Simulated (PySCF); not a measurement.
# ²⁹Si chemical shifts

Isolated molecule, relativity neglected, fast rotation and ring inversion assumed for equivalent nuclei, one conformer. Geometry: GFN2-xTB; σ from GIAO-PBE0/pcSseg-1; PySCF.

Shieldings were converted by a linear fit to measured shifts: ²⁹Si: δ = 279.94 − 0.822σ (rms 8.9 ppm, 72 shifts, 25.8 ppm with the 6 outliers that the fit left out vs TMS, solution or neat liquid). A few per cent of atoms miss by over 2 rms, more outside the fitted compound classes.

**Question.** Give the ²⁹Si shifts of `C=CCO[SiH2][SiH2][SiH3]`, `CS[Si@@H]1[SiH2][SiH2][Si@H]1O[SiH3]`, `C=CC(=O)[Si@@H](F)OC(C)C`, `CC/C(=C/[SiH2]CF)C(=O)O`, `O[Si@H]1SC[SiH2][Si]1([SiH3])[SiH3]`, `CS[Si@]1([SiH3])[SiH2]O[SiH2][SiH2]1`, `C[C@H]1C[SiH2]O[SiH2][SiH2]1`.

**Answer.** 
```json
{"compound": "[CH2:1]=[CH:2][CH2:3][O:4][SiH2:5][SiH2:6][SiH3:7]", "environment": "Si5: silicon bonded to O, Si, 2 H", "δ (ppm)": "-25.5"}
{"compound": "[CH2:1]=[CH:2][CH2:3][O:4][SiH2:5][SiH2:6][SiH3:7]", "environment": "Si7: silicon bonded to Si, 3 H", "δ (ppm)": "-102.4"}
{"compound": "[CH2:1]=[CH:2][CH2:3][O:4][SiH2:5][SiH2:6][SiH3:7]", "environment": "Si6: silicon bonded to 2 Si, 2 H", "δ (ppm)": "-115.9"}
{"compound": "[CH3:1][S:2][Si@@H:3]1[SiH2:4][SiH2:5][Si@H:6]1[O:7][SiH3:8]", "environment": "Si6: silicon bonded to O, 2 Si, H, in a 4-membered ring", "δ (ppm)": "9.6"}
{"compound": "[CH3:1][S:2][Si@@H:3]1[SiH2:4][SiH2:5][Si@H:6]1[O:7][SiH3:8]", "environment": "Si3: silicon bonded to S, 2 Si, H, in a 4-membered ring", "δ (ppm)": "-14.8"}
{"compound": "[CH3:1][S:2][Si@@H:3]1[SiH2:4][SiH2:5][Si@H:6]1[O:7][SiH3:8]", "environment": "Si8: silicon bonded to O, 3 H", "δ (ppm)": "-42.8"}
{"compound": "[CH3:1][S:2][Si@@H:3]1[SiH2:4][SiH2:5][Si@H:6]1[O:7][SiH3:8]", "environment": "Si5: silicon bonded to 2 Si, 2 H, in a 4-membered ring", "δ (ppm)": "-83.5"}
{"compound": "[CH3:1][S:2][Si@@H:3]1[SiH2:4][SiH2:5][Si@H:6]1[O:7][SiH3:8]", "environment": "Si4: silicon bonded to 2 Si, 2 H, in a 4-membered ring", "δ (ppm)": "-91.9"}
{"compound": "C=CC(=O)[Si@@H](F)OC(C)C", "environment": "silicon bonded to C, F, O, H", "δ (ppm)": "-56.1"}
{"compound": "CC/C(=C/[SiH2]CF)C(=O)O", "environment": "silicon bonded to 2 C, 2 H", "δ (ppm)": "-62.9"}
{"compound": "[OH:1][Si@H:2]1[S:3][CH2:4][SiH2:5][Si:6]1([SiH3:7])[SiH3:8]", "environment": "Si2: silicon bonded to O, S, Si, H, in a 5-membered ring", "δ (ppm)": "13.9"}
{"compound": "[OH:1][Si@H:2]1[S:3][CH2:4][SiH2:5][Si:6]1([SiH3:7])[SiH3:8]", "environment": "Si5: silicon bonded to C, Si, 2 H, in a 5-membered ring", "δ (ppm)": "-44.4"}
{"compound": "[OH:1][Si@H:2]1[S:3][CH2:4][SiH2:5][Si:6]1([SiH3:7])[SiH3:8]", "environment": "Si8: silicon bonded to Si, 3 H", "δ (ppm)": "-91.9"}
{"compound": "[OH:1][Si@H:2]1[S:3][CH2:4][SiH2:5][Si:6]1([SiH3:7])[SiH3:8]", "environment": "Si7: silicon bonded to Si, 3 H", "δ (ppm)": "-97.5"}
{"compound": "[OH:1][Si@H:2]1[S:3][CH2:4][SiH2:5][Si:6]1([SiH3:7])[SiH3:8]", "environment": "Si6: silicon bonded to 4 Si, in a 5-membered ring", "δ (ppm)": "-133.1"}
{"compound": "[CH3:1][S:2][Si@:3]1([SiH3:4])[SiH2:5][O:6][SiH2:7][SiH2:8]1", "environment": "Si5: silicon bonded to O, Si, 2 H, in a 5-membered ring", "δ (ppm)": "-19.2"}
{"compound": "[CH3:1][S:2][Si@:3]1([SiH3:4])[SiH2:5][O:6][SiH2:7][SiH2:8]1", "environment": "Si7: silicon bonded to O, Si, 2 H, in a 5-membered ring", "δ (ppm)": "-23.7"}
{"compound": "[CH3:1][S:2][Si@:3]1([SiH3:4])[SiH2:5][O:6][SiH2:7][SiH2:8]1", "environment": "Si3: silicon bonded to S, 3 Si, in a 5-membered ring", "δ (ppm)": "-42.9"}
{"compound": "[CH3:1][S:2][Si@:3]1([SiH3:4])[SiH2:5][O:6][SiH2:7][SiH2:8]1", "environment": "Si4: silicon bonded to Si, 3 H", "δ (ppm)": "-91.3"}
{"compound": "[CH3:1][S:2][Si@:3]1([SiH3:4])[SiH2:5][O:6][SiH2:7][SiH2:8]1", "environment": "Si8: silicon bonded to 2 Si, 2 H, in a 5-membered ring", "δ (ppm)": "-94.7"}
{"compound": "[CH3:1][C@H:2]1[CH2:3][SiH2:4][O:5][SiH2:6][SiH2:7]1", "environment": "Si4: silicon bonded to C, O, 2 H, in a 6-membered ring", "δ (ppm)": "-28.2"}
{"compound": "[CH3:1][C@H:2]1[CH2:3][SiH2:4][O:5][SiH2:6][SiH2:7]1", "environment": "Si6: silicon bonded to O, Si, 2 H, in a 6-membered ring", "δ (ppm)": "-29.6"}
{"compound": "[CH3:1][C@H:2]1[CH2:3][SiH2:4][O:5][SiH2:6][SiH2:7]1", "environment": "Si7: silicon bonded to C, Si, 2 H, in a 6-membered ring", "δ (ppm)": "-72.1"}
```
